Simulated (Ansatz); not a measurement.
Basis-set series for C₂H₂OTe (`O=C=C[TeH]`). Total charge 0; spin multiplicity 1. Te: def2 effective core potential. The geometry is a stationary point of PBE0-D4/def2-TZVP.

```csv
functional,basis,functions,energy (Eh),HOMO (eV),LUMO (eV)
PBE0-D4,def2-TZVPP,171,-420.52512,-6.66,-1.69
PBE0-D4,def2-QZVPP,313,-420.53513,-6.68,-1.72
ωB97M-V,def2-TZVPP,171,-420.60585,-8.77,0.37
ωB97M-V,def2-QZVPP,313,-420.61535,-8.79,0.29
```

Question: Give the rows for def2-SVP. (An estimate is asked.)

Answer: Computed: 
```
functional     basis  functions  energy (Eh)  HOMO (eV)  LUMO (eV)
   PBE0-D4  def2-SVP         78   -420.33645      -6.56      -1.57
   ωB97M-V  def2-SVP         78   -420.41049      -8.63       0.61
```

Positive LUMOs are unbound and depend on the basis.
